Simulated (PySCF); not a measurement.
In(Cl)(Br)(OH) (BrClHInO), SMILES [OH][In]([Cl])[Br]. Heavy atoms are numbered as in [In:1]([Cl:2])([Br:3])[OH:4]. Hydrogens are named by the atom that carries them.

Geometry: B3LYP-D3(BJ)/def2-SVP. The structure was generated by enumeration; whether it is a known compound was not checked. The def2 effective core potentials stand for the cores of In; spin–orbit coupling is left out. One conformer was computed; it need not be the lowest.

The numbers are results of PySCF with M06-2X/def2-TZVP, not measurements.

ESP charges are fitted to the potential on shells at 1.4 to 2.0 van der Waals radii. Atomic charges (e), one atom of each kind:

```json
[
 {"atom": "In1", "Mulliken": "1.05", "Löwdin": "-0.02", "ESP fit": "0.85"},
 {"atom": "Cl2", "Mulliken": "-0.36", "Löwdin": "0.06", "ESP fit": "(withheld)"},
 {"atom": "Br3", "Mulliken": "-0.32", "Löwdin": "0.12", "ESP fit": "(withheld)"},
 {"atom": "O4 (OH)", "Mulliken": "-0.70", "Löwdin": "-0.33", "ESP fit": "(withheld)"},
 {"atom": "H on O4", "Mulliken": "0.33", "Löwdin": "0.17", "ESP fit": "0.38"}
]
```

Question: Fill in the missing entries. (An estimate is asked for; the answer gives what the named calculation found.)

Answer: 
- Cl2, ESP fit: -0.32
- Br3, ESP fit: -0.22
- O4 (OH), ESP fit: -0.69
